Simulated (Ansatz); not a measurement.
`B[SiH](O)F` + HBr → `BBr` + `O[SiH2]F` at 500 K and 1 bar (cleavage of the B–Si bond).

Isolated molecules relaxed with PBE0-D4/def2-TZVP in Ansatz; ΔE leaves out vibrations. CCSD(T)/CBS is the MP2 limit (def2-TZVPP, def2-QZVPP) plus CCSD(T) − MP2 in def2-TZVPP, frozen cores. For Br outer-core shells are correlated without core-valence functions, which leaves a few kJ/mol of doubt a bond. Scalar relativity is left out up to krypton. Each species was taken in one conformer, which may not be the lowest.

```json
{"species": "`B[SiH](O)F`", "CCSD(T)/CBS energy (Eh)": "-491.32150", "H − E (kJ/mol)": "161.5", "S (J/(mol·K))": "375.2"}
{"species": "HBr", "CCSD(T)/CBS energy (Eh)": "-2573.91920", "H − E (kJ/mol)": "30.5", "S (J/(mol·K))": "213.7"}
{"species": "`BBr`", "CCSD(T)/CBS energy (Eh)": "-2599.32470", "H − E (kJ/mol)": "74.3", "S (J/(mol·K))": "270.3"}
{"species": "`O[SiH2]F`", "CCSD(T)/CBS energy (Eh)": "-465.96250", "H − E (kJ/mol)": "118.8", "S (J/(mol·K))": "315.1"}
```

H − E and S are ideal-gas, rigid-rotor, harmonic terms from PBE0-D4/def2-TZVP, for one conformer and one mirror image of each species. 1 Eh = 2625.50 kJ/mol, R = 8.31446 J/(mol·K).

By hand: ΔE, ΔH, ΔS and ΔG.

ΔE = (-2599.32470) + (-465.96250) − (-491.32150) − (-2573.91920) = -0.04650 Eh = -122.1 kJ/mol. Δ(H − E) = 74.3 + 118.8 − 161.5 − 30.5 = 1.1, so ΔH = -121.0 kJ/mol. ΔS = 270.3 + 315.1 − 375.2 − 213.7 = -3.5 J/(mol·K). ΔG = -121.0 − 500 × (-3.5)/1000 = -119.2 kJ/mol.

By hand: the equilibrium constant, and the temperature at which ΔG would vanish if ΔH and ΔS stayed fixed.

log₁₀ K = −ΔG/(RT ln 10) = 12.5. ΔG = 0 at ΔH/ΔS = 34571 K, far beyond where these terms or the molecules hold.

The number of gas molecules stays the same, so ΔS is small and ΔH decides. A doubt of 5 kJ/mol in ΔE shifts log₁₀ K by 0.5 here. Other conformers and mirror images would add mixing entropy, several J/(mol·K) or more a flexible species. These are equilibria of isolated gas molecules and say nothing of rates. Largest T1 diagnostic: 0.012 (customary marks: 0.02 for closed shells, 0.045 for open ones).
